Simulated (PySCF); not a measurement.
V(O)(OH)3 (H₃O₄V), SMILES [OH][V]([OH])([OH])=[O], multiplicity 1.

The structure is a stationary point at ωB97X-D3(BJ)/def2-SVP. The multiplicity is an assumed one; other spin states were not compared. Other conformers were not sampled.

Two levels are set side by side: PBE/def2-TZVP (PySCF) and PBE0/def2-TZVP (PySCF). Same geometry, gas phase. Differences are taken from unrounded values.

```tsv
quantity	PBE0
orbital gap (eV)	6.99
highest occupied level (eV)	-9.13
lowest empty level (eV)	-2.14
dipole moment (D)	1.81
mean polarisability (bohr³)	45.9
```

Question: What does PBE give, and how far is it from PBE0? (Estimate from the structure and the level; the computed values follow.)

Answer: 
```json
[
 {"quantity": "orbital gap (eV)", "PBE": "4.45", "PBE minus PBE0": "-2.54"},
 {"quantity": "highest occupied level (eV)", "PBE": "-7.45", "PBE minus PBE0": "1.67"},
 {"quantity": "lowest empty level (eV)", "PBE": "-3.00", "PBE minus PBE0": "-0.87"},
 {"quantity": "dipole moment (D)", "PBE": "1.72", "PBE minus PBE0": "-0.10"},
 {"quantity": "mean polarisability (bohr³)", "PBE": "47.9", "PBE minus PBE0": "2.0"}
]
```

Without exact exchange PBE keeps part of each electron's self-repulsion, which lifts occupied levels and narrows the gap. PBE's more diffuse valence density responds more strongly to a field. Differences between two approximate levels are no errors against the true value.

Rough cost on one machine, each run with all the roots and properties that it gave: PBE0 against PBE within a factor of 2.
